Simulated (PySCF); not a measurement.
H5BN, charge +1, singlet, geometry from GFN2-xTB; DF-PBE/aug-pcseg-1 (PySCF).

The PySCF input:
```python
from pyscf import gto, scf, dft

mol = gto.M(
    atom='''
B     0.882639    0.092840   -0.007377
N    -0.616010   -0.067843   -0.009475
H     1.537489   -0.852543    0.171414
H     1.320212    1.160973   -0.156671
H    -0.930545    0.076520    0.961326
H    -0.927964   -1.006052   -0.287862
H    -1.100315    0.631803   -0.584997
''',
    basis='aug-pcseg-1',
    charge=1,
    spin=0,
    verbose=5,
)

mf = dft.RKS(mol)
mf.xc = 'pbe'
mf = mf.density_fit(auxbasis='def2-universal-jkfit')
mf.kernel()
```

Q: What does PySCF print? Leave out banner, timings and long lists.

A: 
```
PySCF version 2.14.0

[INPUT] verbose = 5
[INPUT] max_memory = 4000
[INPUT] num. atoms = 7
[INPUT] num. electrons = 16
[INPUT] charge = 1
[INPUT] spin (= nelec alpha-beta = 2S) = 0
[INPUT] symmetry False subgroup None
[INPUT] Mole.unit = angstrom
[INPUT] Symbol           X                Y                Z      unit          X                Y                Z       unit  Magmom
[...]
[INPUT] ---------------- BASIS SET ----------------
[INPUT] l, kappa, [nprim/nctr], expnt,             c_1 c_2 ...
[INPUT] H
[...]
                                1.86871           0.15915    0    0
                                0.418208           0.5    0    0
                                0.1061               0    1    0
                                0.026525             0    0    1
[...]
                                0.079575             0    1
[INPUT] N
[...]
                                259.827           0.0442539    0    0    0
                                59.0335           0.196096    0    0    0
                                16.3509            0.5    0    0    0
                                4.91084           0.482987    0    0    0
                                7.75894              0 -0.0703356    0    0
                                0.705573             0  0.5    0    0
                                0.209286             0    0    1    0
                                0.058602             0    0    0    1
[...]
                                2.8186            0.230478    0    0
                                0.765571           0.5    0    0
                                0.195949             0    1    0
                                0.048987             0    0    1
[...]
                                0.14696              0    1
[INPUT] B
[...]
                                126.282           0.0460299    0    0    0
                                28.681            0.200656    0    0    0
                                7.88757            0.5    0    0    0
                                2.33465           0.477076    0    0    0
                                3.45968              0 -0.0703405    0    0
                                0.317058             0  0.5    0    0
                                0.0993303            0    0    1    0
                                0.029284             0    0    0    1
[...]
                                1.20682           0.2178    0    0
                                0.327997           0.5    0    0
                                0.0864963            0    1    0
                                0.021667             0    0    1
[...]
                                0.065002             0    1

nuclear repulsion = 36.9895239512442
number of shells = 16
number of NR pGTOs = 123
number of NR cGTOs = 91
basis = aug-pcseg-1
ecp = {}

******** <class 'pyscf.df.df_jk.DFRKS'> ********
method = DFRKS
initial guess = minao
damping factor = 0
level_shift factor = 0
DIIS = <class 'pyscf.scf.diis.CDIIS'>
diis_start_cycle = 1
diis_space = 8
diis_damp = 0
SCF conv_tol = 1e-09
SCF conv_tol_grad = None
SCF max_cycles = 50
direct_scf = False
XC library pyscf.dft.libxc version 7.1.2
    S. Lehtola, C. Steigemann, M. J. T. Oliveira, and M. A. L. Marques,  SoftwareX 7, 1–5 (2018)
XC functionals = pbe
    J. P. Perdew, K. Burke, and M. Ernzerhof,  Phys. Rev. Lett. 77, 3865 (1996)
    J. P. Perdew, K. Burke, and M. Ernzerhof,  Phys. Rev. Lett. 78, 1396 (1997)
    J. P. Perdew, K. Burke, and M. Ernzerhof,  Phys. Rev. Lett. 77, 3865 (1996)
    J. P. Perdew, K. Burke, and M. Ernzerhof,  Phys. Rev. Lett. 78, 1396 (1997)
radial grids:
    Treutler-Ahlrichs [JCP 102, 346 (1995); DOI:10.1063/1.469408] (M4) radial grids

becke partition: Becke, JCP 88, 2547 (1988); DOI:10.1063/1.454033
pruning grids: <function nwchem_prune>
grids dens level: 3
symmetrized grids: False
atomic radii adjust function: <function treutler_atomic_radii_adjust>
small_rho_cutoff = 0
[...]
  1.84505401e+00  1.84916218e+00  2.01896786e+00  2.05696476e+00
  2.09414872e+00  2.15960192e+00  2.18039504e+00  2.40191373e+00
  2.55419361e+00  2.58496230e+00  2.79673515e+00  2.88637686e+00
  2.94446275e+00  3.08559917e+00  3.10611517e+00]
nelec by numeric integration = 15.999998490451109
E1 = -178.1204771553509  E2 = 58.936295486388914  Ecoul = 71.38006818555942  Exc = -12.443772699170507
cycle= 7 E= -82.1946577177178  delta_E= -5.09e-09  |g|= 2.39e-05  |ddm|= 0.000216
[...]
  mo_energy =
[-1.43269926e+01 -6.78805205e+00 -1.14430789e+00 -7.62636702e-01
 -7.60848409e-01 -7.49519860e-01 -6.04235839e-01 -5.35740648e-01
 -3.29543062e-01 -2.37923217e-01 -1.76415869e-01 -1.74583542e-01
 -1.33588628e-01 -1.19673251e-01 -1.17675944e-01 -1.04793818e-01
 -8.24922171e-02 -6.97859912e-02 -6.54645402e-02 -5.99718467e-02
 -5.67272749e-02 -5.08236137e-02 -3.09178912e-02 -2.69260222e-02
 -1.91565091e-02 -1.47789526e-02 -1.15091728e-02  8.01164290e-03
  8.73838328e-03  3.48681167e-02  3.76183699e-02  5.93149650e-02
  6.11072437e-02  6.52364070e-02  8.29572868e-02  9.65699013e-02
  1.08756236e-01  1.12029222e-01  1.23700313e-01  1.28644943e-01
  1.33411120e-01  1.35855056e-01  1.47403085e-01  1.48451387e-01
  1.53550622e-01  1.55758495e-01  1.87840398e-01  2.04794577e-01
  2.25874426e-01  2.55549375e-01  2.72957837e-01  2.95108718e-01
  3.06285779e-01  3.38628807e-01  3.49792968e-01  3.90583547e-01
  5.50618120e-01  6.19259410e-01  6.31209027e-01  6.41310148e-01
  7.10217954e-01  7.38438604e-01  9.20656967e-01  9.30425397e-01
  9.75232828e-01  1.18496267e+00  1.26131793e+00  1.27476323e+00
  1.39759063e+00  1.43297504e+00  1.45083750e+00  1.48632730e+00
  1.52097981e+00  1.56122183e+00  1.80591262e+00  1.81663512e+00
  1.84505325e+00  1.84916084e+00  2.01896779e+00  2.05696267e+00
  2.09414643e+00  2.15959973e+00  2.18039386e+00  2.40191307e+00
  2.55419237e+00  2.58496137e+00  2.79673431e+00  2.88637455e+00
  2.94446081e+00  3.08559831e+00  3.10611359e+00]
nelec by numeric integration = 15.999998490353375
E1 = -178.12050948004335  E2 = 58.9363278109211  Ecoul = 71.3801030892411  Exc = -12.443775278320002
cycle= 8 E= -82.1946577178781  delta_E= -1.6e-10  |g|= 4.81e-06  |ddm|= 3.96e-05
[...]
  mo_energy =
[-1.43269936e+01 -6.78805162e+00 -1.14430834e+00 -7.62636819e-01
 -7.60849193e-01 -7.49520040e-01 -6.04235900e-01 -5.35740818e-01
 -3.29543013e-01 -2.37923211e-01 -1.76415624e-01 -1.74583899e-01
 -1.33588599e-01 -1.19673459e-01 -1.17675635e-01 -1.04793776e-01
 -8.24921417e-02 -6.97859886e-02 -6.54646145e-02 -5.99720513e-02
 -5.67273368e-02 -5.08234088e-02 -3.09180085e-02 -2.69260585e-02
 -1.91565063e-02 -1.47789006e-02 -1.15091767e-02  8.01176531e-03
  8.73852795e-03  3.48681510e-02  3.76183478e-02  5.93149867e-02
  6.11072612e-02  6.52364332e-02  8.29573238e-02  9.65697063e-02
  1.08756614e-01  1.12029488e-01  1.23700172e-01  1.28644945e-01
  1.33411242e-01  1.35855021e-01  1.47403023e-01  1.48451430e-01
  1.53550563e-01  1.55758583e-01  1.87840390e-01  2.04794622e-01
  2.25874510e-01  2.55549547e-01  2.72957654e-01  2.95108716e-01
  3.06285728e-01  3.38628996e-01  3.49793051e-01  3.90583486e-01
  5.50618010e-01  6.19259042e-01  6.31208654e-01  6.41310613e-01
  7.10217902e-01  7.38438482e-01  9.20656912e-01  9.30425418e-01
  9.75232698e-01  1.18496246e+00  1.26131761e+00  1.27476316e+00
  1.39759045e+00  1.43297487e+00  1.45083721e+00  1.48632738e+00
  1.52098004e+00  1.56122177e+00  1.80591216e+00  1.81663496e+00
  1.84505265e+00  1.84916110e+00  2.01896711e+00  2.05696249e+00
  2.09414672e+00  2.15959968e+00  2.18039376e+00  2.40191283e+00
  2.55419235e+00  2.58496108e+00  2.79673391e+00  2.88637462e+00
  2.94446065e+00  3.08559765e+00  3.10611356e+00]
nelec by numeric integration = 15.999998490372993
E1 = -178.12051919501315  E2 = 58.93633752588919  Ecoul = 71.38011389034904  Exc = -12.443776364459845
Extra cycle  E= -82.1946577178797  delta_E= -1.68e-12  |g|= 4.37e-06  |ddm|= 1.17e-05
converged SCF energy = -82.1946577178797
```
